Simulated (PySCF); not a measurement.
## BH8NSi2: core ionisation energies

Compound: BH₈NSi₂.
Atom-mapped SMILES: `[BH2:1][Si@@H:2]([NH2:3])[SiH3:4]`

Method used: PySCF 2.14.0, delta-SCF UKS SCAN, pcX-2 on the ionised atom, pcseg-1 elsewhere, spin-free X2C. Each binding energy is the total energy of the core-ionised species, with the hole localised on one atom, minus that of the ground state; both are solved self-consistently, so orbital relaxation is included.

What binding energy does each computed site have?

```tsv
atom(s)	environment	level	binding energy (eV)	2p1/2 (eV)	above the level's lowest (eV)	count
Si2	SiH silicon	Si 1s	1846.04	–	+0.03	1
Si4	SiH3 silicon	Si 1s	1846.01	–	0.00	1
N3	silicon-bound nitrogen	N 1s	404.56	–	0.00	1
Si4	SiH3 silicon	Si 2p3/2	106.31	106.93	+0.06	1
Si2	SiH silicon	Si 2p3/2	106.25	106.87	0.00	1
```

The 2 Si 1s values lie within 0.03 eV of each other; Gaussian lines of 0.5 eV full width would blend them into one maximum.

The 2 Si 2p3/2 values lie within 0.06 eV of each other.

Give the binding energy of N 1s of N3 in hartree and in kJ/mol.

404.56 eV = 14.8673 Eh = 39034 kJ/mol.

Not every level is listed. The 2p values add to the ΔSCF energy of one spin-free hole a correction within the shell (spin–orbit coupling, ligand field). 2p1/2 minus 2p3/2 (ligand field included): Si 0.62 eV. No level of boron is listed. One conformer (not necessarily the lowest) at the PBE0-D3(BJ)/def2-SVP geometry, without solvent, vibrations or thermal averaging.

On one thread of an Intel Xeon Platinum 8488C, no GPU, shared host, this took 34 s of wall time and 0.51 GiB of memory at its peak.

Shape of the structure used: `[BH2:1][Si@@H:2]([NH2:3])[SiH3:4]`: H–N3–Si2–B1 172°, H–N3–Si2–B1 -48°.
